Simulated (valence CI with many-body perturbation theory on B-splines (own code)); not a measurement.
**Questions on Cd X**

Level of theory: relativistic CI+MBPT: three valence electrons over a frozen Dirac-Fock core [Kr], radial functions for each j: 7 s, 7 p, 8 d, 6 f, 4 g, 1 h, with the one-electron correlation potential Σ1 (screened to all orders), the two-electron term Σ2, the three-electron term Σ3, Breit, model QED; selected single and double excitations, second order for the rest, scaled by the run's own slope (own B-spline code, finite nucleus).

No measured levels were compared; by estimate terms of the open shell hold to 2 to 4 % of their energy, and close levels can change places. Excitations out of the core, of the other parity, are not computed and may begin above about 46.4 eV (a cautious bound); beyond it only levels of the ground parity were kept, without lifetimes.

Names give the largest LS component (configuration and term), which can be under half, so a name can repeat, a term be missing and a line seem to break the LS rules; names also repeat where a configuration has a term twice.

Rates and lifetimes use the calculated energies. Strong lines usually hold to 10 to 20 %, long lifetimes can be off by a factor of two.

Q: What is the ground level?

A: 4d³ ⁴F_3/2, composition 94 % 4d³ ⁴F + 5 % 4d³ ²D, g = 0.423.

Q: How is the term ⁴F of the ground level split?

A: J = 3/2 at 0, J = 5/2 at 3848, J = 7/2 at 7951, J = 9/2 at 11825 cm⁻¹.

Q: How well does LS coupling describe the low levels?

A: Among the lowest 20 levels the leading LS term, summed over configurations, holds 85 % on average. For single configurations the figures are 84 % in LS and 71 % in jj coupling. Terms mix most in the J = 9/2 level at 25500 cm⁻¹, where the leading one holds 49 %.

Q: What is the ionisation energy?

A: 173.47 eV; NIST lists 173 ± 2.2 eV (theoretical).
